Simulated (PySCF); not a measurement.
SMILES [SiH2]([SiH2]C)Cl, singlet, GFN2-xTB optimised geometry.

```
11

C      2.14    -1.00     0.00
Si     0.24    -1.00     0.00
Si    -0.51     1.19     0.00
Cl    -2.54     1.23     0.14
H      2.54    -0.50     0.88
H      2.54    -0.49    -0.87
H      2.53    -2.01    -0.01
H     -0.21    -1.76    -1.18
H     -0.21    -1.76     1.17
H     -0.20     1.95    -1.21
H     -0.03     2.01     1.12
```

Density from PBE0/def2-TZVP in PySCF at that geometry.

Minimum of the electron density along straight lines between bonded atoms, close to the bond critical point (lines longer than 1.1 times the sum of covalent radii, or with two minima, are not listed):

| bond | length / Å | ρ at the minimum / e bohr⁻³ | ∇²ρ there / e bohr⁻⁵ | position (fraction from the first atom) |
|---|---|---|---|---|
| C1–Si2 | 1.899 | 0.115 | 0.16 | 0.61 |
| Si2–Si3 | 2.317 | 0.098 | -0.16 | 0.37 |
| Si3–Cl4 | 2.031 | 0.101 | 0.28 | 0.36 |
| C1–H5 | 1.086 | 0.275 | -0.92 | 0.64 |
| C1–H6 | 1.086 | 0.275 | -0.92 | 0.64 |
| C1–H7 | 1.086 | 0.275 | -0.92 | 0.64 |
| Si2–H8 | 1.472 | 0.122 | 0.18 | 0.49 |
| Si2–H9 | 1.471 | 0.122 | 0.18 | 0.49 |
| Si3–H10 | 1.466 | 0.125 | 0.18 | 0.49 |
| Si3–H11 | 1.466 | 0.125 | 0.18 | 0.49 |
